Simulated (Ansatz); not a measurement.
Ideal-gas functions of ClFH3HfNO, SMILES `[NH2][Hf]([OH])([F])[Cl]` at 298.15 K and 1 bar, from an Ansatz frequency run at PBE0-D4/def2-TZVP.

Molar mass 265.97 g/mol, point group C1 (symmetry number 1), electronic degeneracy 1, moments of inertia 184.094, 301.297, 309.555 u Å². Harmonic wavenumbers (cm⁻¹, unscaled): 110, 127, 144, 160, 165, 217, 235, 288, 365, 460, 515, 632, 647, 717, 1546, 3569, 3660, 4013.

Use S(trans) = R[1.5 ln M + 2.5 ln T − 1.1517]; rotational temperatures θ = 24.2544 K / I; S(rot) = R[ln(√π/σ · √(T³/θAθBθC)) + 1.5]; for each mode x = 1.438777 ν̃/T, S = R[x/(eˣ − 1) − ln(1 − e⁻ˣ)] and H = RT x/(eˣ − 1); 1 cm⁻¹ = 0.0119627 kJ/mol; R = 8.31446 J/(mol·K).

Problem. By hand: the entropy, in J/(mol·K).

Solution. Translation 178.5. Rotation: θ = 0.1318, 0.0805, 0.0784 K, giving 117.8. Vibration, mode by mode: 13.68, 12.51, 11.51, 10.67, 10.43, 8.30, 7.70, 6.22, 4.61, 3.21, 2.60, 1.66, 1.57, 1.20, 0.04, 0.00, 0.00, 0.00, in all 95.9. Electronic 0.0. Sum 392.2 J/(mol·K).

Problem. By hand: H − E and G − E in kJ/mol, counted from the electronic energy.

Solution. Zero-point energy ½ × 17570 × 0.0119627 = 105.1; thermal vibration 15.7; translation, rotation and pV give 4 RT = 9.9. H − E = 130.7 kJ/mol, and G − E = 130.7 − 298.15 × 392.2/1000 = 13.8 kJ/mol.

Vibration gives 24 % of the entropy, 37.7 J/(mol·K) of it from the modes under 150 cm⁻¹: soft modes count most, and the harmonic formula is weakest for them. The sum counts one conformer and one mirror image; others add a mixing term.
